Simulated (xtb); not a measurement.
OZr, quintet, geometry from GFN2-xTB of the parent state (such geometries of metal compounds can be far from the true shape) (another spin typed on purpose, not shown lowest); GFN1-xTB (xtb).

Input for xtb:
```
$ xtb mol.xyz --gfn 1 --chrg 0 --uhf 4 --json

# file mol.xyz
2

Zr    -0.00000000    -0.00000000    -0.29196683
O      0.00000000     0.00000000     1.45983413
```

It wrote (shortened):

```
   ID    Z sym.   atoms
    1   40 Zr     1
    2    8 O      2

           -------------------------------------------------
          |                Calculation Setup                |
           -------------------------------------------------

           -------------------------------------------------
          |                 G F N 1 - x T B                 |
           -------------------------------------------------

          ...................................................
          :                      SETUP                      :
          :.................................................:
          :  # basis functions                  14          :
          :  # atomic orbitals                  13          :
          :  # shells                            5          :
          :  # electrons                        10          :
          :  # halogen bonds                     0          :
          :  max. iterations                   250          :
          :  Hamiltonian                  GFN1-xTB          :
          :  restarted?                      false          :
          :  GBSA solvation                  false          :
          :  PC potential                    false          :
          :  electronic temp.          300.0000000     K    :
          :  accuracy                    1.0000000          :
          :  -> integral cutoff          0.2500000E+02      :
          :  -> integral neglect         0.1000000E-07      :
          :  -> SCF convergence          0.1000000E-05 Eh   :
          :  -> wf. convergence          0.2000000E-04 e    :
          :  Broyden damping             0.4000000          :
          :  net charge                          0          :
          :  unpaired electrons                  4          :
          ...................................................

 iter      E             dE          RMSdq      gap      omega  full diag
   1     -5.3870609 -0.538706E+01  0.197E+01    0.00       0.0  T
   2     -5.7259693 -0.338908E+00  0.886E+00    0.00       1.0  T
   3     -5.7398480 -0.138787E-01  0.479E+00    0.00       1.0  T
   4     -5.7382225  0.162552E-02  0.910E-01    0.00       1.0  T
   5     -5.7401166 -0.189408E-02  0.134E-01    0.00       1.0  T
   6     -5.7401520 -0.354627E-04  0.353E-02    0.00       2.0  T
   7     -5.7401542 -0.216802E-05  0.298E-03    0.00      23.8  T
   8     -5.7401542 -0.151915E-07  0.589E-05    0.00    1200.1  T
   9     -5.7401542 -0.450395E-11  0.270E-05    0.00    2621.4  T

   *** convergence criteria satisfied after 9 iterations ***

         :::::::::::::::::::::::::::::::::::::::::::::::::::::
         ::                     SUMMARY                     ::
         :::::::::::::::::::::::::::::::::::::::::::::::::::::
         :: total energy              -5.703112370530 Eh    ::
         :: gradient norm              0.165443675022 Eh/a0 ::
         :: HOMO-LUMO gap              0.000000000000 eV    ::
         ::.................................................::
         :: SCC energy                -5.740154232813 Eh    ::
         :: -> electrostatic           0.033967096942 Eh    ::
         :: repulsion energy           0.037295894546 Eh    ::
         :: dispersion energy         -0.000254032263 Eh    ::
         :: halogen bond corr.         0.000000000000 Eh    ::
         :: add. restraining           0.000000000000 Eh    ::
         :: total charge               0.000000000245 e     ::
         :::::::::::::::::::::::::::::::::::::::::::::::::::::

           -------------------------------------------------
          |                Property Printout                |
           -------------------------------------------------

    * Orbital Energies and Occupations

         #    Occupation            Energy/Eh            Energy/eV
      -------------------------------------------------------------
         1        2.0000           -0.7401816             -20.1414
         2        1.7963           -0.5062946             -13.7770
         3        1.7963           -0.5062946             -13.7770
         4        1.4075           -0.5046438             -13.7321
         5        1.0000           -0.2528202              -6.8796
         6        1.0000           -0.2528202              -6.8796
         7        0.5000           -0.2374950              -6.4626 (HOMO)
         8        0.5000           -0.2374950              -6.4626 (LUMO)
         9        0.0000           -0.2251726              -6.1273
        10                         -0.1261491              -3.4327
        11                         -0.1052981              -2.8653
        12                         -0.1052981              -2.8653
        13                          0.3919085              10.6644
      -------------------------------------------------------------
                  HL-Gap            0.0000000 Eh            0.0000 eV
             Fermi-level           -0.3712473 Eh          -10.1022 eV

  Mulliken/CM5 charges         n(s)   n(p)   n(d)
     1Zr    0.41074  0.70701   0.139  0.400  3.050
     2O    -0.41074 -0.70701   1.756  4.655  0.000

Wiberg/Mayer (AO) data.
largest (>0.10) Wiberg bond orders for each atom

 ---------------------------------------------------------------------------
     #   Z sym  total        # sym  WBO       # sym  WBO       # sym  WBO
 ---------------------------------------------------------------------------
     1  40 Zr   0.988 --     2 O    0.988
     2   8 O    0.988 --     1 Zr   0.988
 ---------------------------------------------------------------------------

Topologies differ in total number of bonds
Writing topology from bond orders to xtbtopo.mol

 dipole moment from electron density (au)
     X       Y       Z
  -0.0000   0.0000  -2.0898  total (Debye):    5.312

           -------------------------------------------------
          | TOTAL ENERGY               -5.703112370530 Eh   |
          | GRADIENT NORM               0.165443675022 Eh/α |
          | HOMO-LUMO GAP               0.000000000000 eV   |
           -------------------------------------------------

normal termination of xtb
```
